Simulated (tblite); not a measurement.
C4H14Si4.
Numbering: `[CH2:1]1[CH2:2][CH:3]([SiH:4]2[SiH2:5][SiH2:6][SiH2:7]2)[CH2:8]1` (hydrogens: H9, H10 on C1; H11, H12 on C2; H13 on C3; H14 on Si4; H15, H16 on Si5; H17, H18 on Si6; H19, H20 on Si7; H21, H22 on C8)

Computed with GFN2-xTB (tblite), gas phase: L-BFGS steps from a force-field or distance-geometry start until the largest atomic force falls under 0.01 eV/Å.

Step 92: E = -613.0323 eV
```
atom  x, y, z in Å  |  force x, y, z in eV/Å
C1     -2.5324    0.6963   -0.7841   -0.009   0.013   0.000
C2     -2.2307    0.6593    0.7195   -0.008   0.004  -0.008
C3     -1.3332   -0.5754    0.5011   -0.001   0.006   0.022
Si4     0.4323   -0.4616    1.2065    0.016  -0.029  -0.031
Si5     2.0287   -1.8436    0.1416    0.028  -0.005   0.018
Si6     3.1364    0.0821   -0.6469    0.015  -0.012  -0.010
Si7     1.5580    1.4685    0.4216    0.011  -0.028  -0.053
C8     -1.4783   -0.3933   -1.0205    0.003  -0.020   0.010
H9     -3.5440    0.3727   -1.0217   -0.013  -0.004  -0.024
H10    -2.3469    1.6486   -1.2787    0.017  -0.011   0.006
H11    -3.0936    0.5095    1.3670    0.013   0.002   0.002
H12    -1.6828    1.5353    1.0683   -0.027  -0.012  -0.006
H13    -1.8356   -1.4860    0.8324   -0.002  -0.004   0.004
H14     0.2333   -0.6296    2.6595    0.009   0.018   0.035
H15     2.8308   -2.6724    1.0554   -0.026   0.022  -0.016
H16     1.5607   -2.8255   -0.8484   -0.006   0.041   0.008
H17     3.2922    0.2066   -2.1049   -0.026   0.012   0.041
H18     4.5123    0.2562   -0.1601    0.003  -0.012  -0.021
H19     2.0936    2.3988    1.4231    0.003   0.000   0.027
H20     0.7868    2.3647   -0.4549    0.000  -0.004   0.010
H21    -0.5771   -0.0227   -1.5081    0.034   0.041  -0.005
H22    -1.8210   -1.2692   -1.5685   -0.032  -0.020  -0.008
```

Step 93: E = -613.0330 eV
```
atom  x, y, z in Å  |  force x, y, z in eV/Å
C1     -2.5268    0.6982   -0.7865   -0.006   0.010   0.006
C2     -2.2306    0.6590    0.7186   -0.006  -0.005  -0.007
C3     -1.3317   -0.5750    0.5005   -0.002   0.004   0.030
Si4     0.4312   -0.4626    1.2126    0.012  -0.038  -0.032
Si5     2.0270   -1.8437    0.1463    0.043   0.004   0.018
Si6     3.1307    0.0823   -0.6527   -0.019  -0.025   0.000
Si7     1.5539    1.4651    0.4239    0.040  -0.015  -0.030
C8     -1.4727   -0.3923   -1.0216    0.003  -0.014   0.019
H9     -3.5388    0.3774   -1.0288    0.006   0.005  -0.022
H10    -2.3347    1.6508   -1.2779    0.003  -0.009   0.002
H11    -3.0955    0.5057    1.3638    0.032   0.014  -0.017
H12    -1.6833    1.5347    1.0715   -0.045  -0.027  -0.014
H13    -1.8354   -1.4859    0.8285   -0.003  -0.010   0.009
H14     0.2311   -0.6313    2.6659    0.006   0.020   0.021
H15     2.8318   -2.6649    1.0651   -0.028   0.020  -0.026
H16     1.5605   -2.8282   -0.8415   -0.005   0.034   0.011
H17     3.2731    0.2073   -2.1116   -0.028   0.010   0.032
H18     4.5103    0.2581   -0.1810    0.020  -0.009  -0.009
H19     2.0926    2.3915    1.4284    0.001  -0.004   0.016
H20     0.7820    2.3635   -0.4474   -0.012   0.011  -0.002
H21    -0.5701   -0.0213   -1.5076    0.016   0.030   0.003
H22    -1.8149   -1.2690   -1.5693   -0.026  -0.005  -0.008
```

Question: Estimate the geometry and energy of step 94. (The exact step hangs on the optimiser's Hessian estimate; all steps are aligned on step 93, rigid shifts and turns removed.)

Answer: E = -613.0335 eV, largest force 0.053 eV/Å
```
atom  x, y, z in Å  |  force x, y, z in eV/Å
C1     -2.5248    0.6987   -0.7872    0.000  -0.005   0.008
C2     -2.2304    0.6580    0.7182    0.010  -0.012  -0.010
C3     -1.3306   -0.5752    0.5000   -0.007  -0.002   0.019
Si4     0.4310   -0.4622    1.2131    0.009  -0.038  -0.016
Si5     2.0260   -1.8428    0.1484    0.032   0.012  -0.001
Si6     3.1290    0.0822   -0.6537   -0.013  -0.027  -0.002
Si7     1.5530    1.4635    0.4232    0.053   0.002  -0.001
C8     -1.4715   -0.3932   -1.0224    0.005  -0.001   0.013
H9     -3.5371    0.3804   -1.0316    0.011   0.009  -0.023
H10    -2.3281    1.6511   -1.2766   -0.006  -0.004  -0.002
H11    -3.0944    0.5025    1.3632    0.011   0.015  -0.012
H12    -1.6839    1.5332    1.0729   -0.043  -0.021  -0.014
H13    -1.8338   -1.4868    0.8267   -0.005  -0.011   0.014
H14     0.2330   -0.6287    2.6678    0.004   0.020   0.005
H15     2.8257   -2.6604    1.0721   -0.008   0.000  -0.015
H16     1.5618   -2.8270   -0.8406   -0.005   0.030   0.014
H17     3.2642    0.2087   -2.1129   -0.028   0.007   0.024
H18     4.5114    0.2579   -0.1909    0.020  -0.008  -0.003
H19     2.0892    2.3862    1.4335    0.001  -0.009   0.005
H20     0.7844    2.3655   -0.4451   -0.024   0.021  -0.015
H21    -0.5691   -0.0213   -1.5102   -0.003   0.009   0.016
H22    -1.8153   -1.2708   -1.5686   -0.016   0.012  -0.006
```

The energy changes by -0.0005 eV. The first-order estimate −F·Δx gives -0.0008 eV and the mean of the old and new forces, exact on a quadratic surface, -0.0005 eV. The step makes an angle of 77° with the force vector and moves no atom by more than 0.010 Å.

What follows is the cost of the whole relaxation. Hardware: one thread of an Intel Xeon 6975P-C, on a shared host. Cost: 1.7 s.
